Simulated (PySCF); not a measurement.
Molecule: `InChI=1S/C3H8FNSi/c4-2-1-3-5-6/h3H,1-2H2,6H3/b5-3+`.

Geometry (Å), atoms numbered from 1 in this order:
```xyz
14

F    -3.471    0.122    0.221
C    -2.102    0.095    0.333
C    -1.496   -0.318   -0.988
C    -0.003   -0.371   -0.973
N     0.680   -0.100    0.059
Si    2.431   -0.138    0.139
H    -1.744    1.094    0.629
H    -1.817   -0.611    1.129
H    -1.819    0.374   -1.787
H    -1.884   -1.307   -1.292
H     0.459   -0.666   -1.943
H     2.912    1.219    0.527
H     3.050   -0.530   -1.172
H     2.833   -1.118    1.189
```

Geometry PBE0-D3(BJ)/def2-SVP throughout; GIAO in PySCF, gas phase, one conformer, non-relativistic; equivalent atoms averaged; functional PBE0.

For orientation, def2-SVP gives these absolute shieldings σ: F1 444.6, C4 19.0, C2 117.5, C3 151.4, N5 -73.8, H11 22.91, H12/H13/H14 26.56, H7/H8 26.87, H9/H10 28.80 ppm.

A run gave: F1 440.5, C4 24.6, C2 118.6, C3 152.5, N5 -59.8, H11 23.39, H12/H13/H14 26.94, H7/H8 27.24, H9/H10 29.35 ppm (absolute shieldings σ).

Problem. Which basis set was used in that run?
A. IGLO-III
B. 6-31G*
C. cc-pVTZ
D. aug-cc-pVDZ

Solution. B. H11 tells them apart best: 6-31G* gives 23.39, cc-pVTZ gives 22.24, IGLO-III gives 22.31, aug-cc-pVDZ gives 22.22 ppm.
